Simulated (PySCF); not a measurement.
Z-matrix (Å, degrees):
```
N
H 1 1.0114
C 1 1.4245 2 111.56
H 3 1.0927 1 108.57 2 171.33
H 3 1.0960 4 108.56 1 117.40
O 3 1.4218 4 104.43 5 117.74
H 6 0.9607 3 108.49 4 -169.29
C 1 1.4484 2 111.50 3 -130.35
H 8 1.0915 1 109.49 2 -53.46
H 8 1.0935 9 107.59 1 118.30
H 8 1.0972 9 108.79 10 116.35
```
Charge 0, spin multiplicity 1.

Task: Estimate the HOMO, LUMO, HOMO–LUMO gap, total energy and dipole moment that PBE-D3(BJ)/def2-TZVP // PBE0-D3(BJ)/def2-TZVP (PySCF) returns for this input.

Result: 
```yaml
HOMO: -5.29 eV
LUMO: 0.00 eV
HOMO–LUMO gap: 5.29 eV
total_energy: -210.2170 Ha
dipole_moment: 1.73 D
```
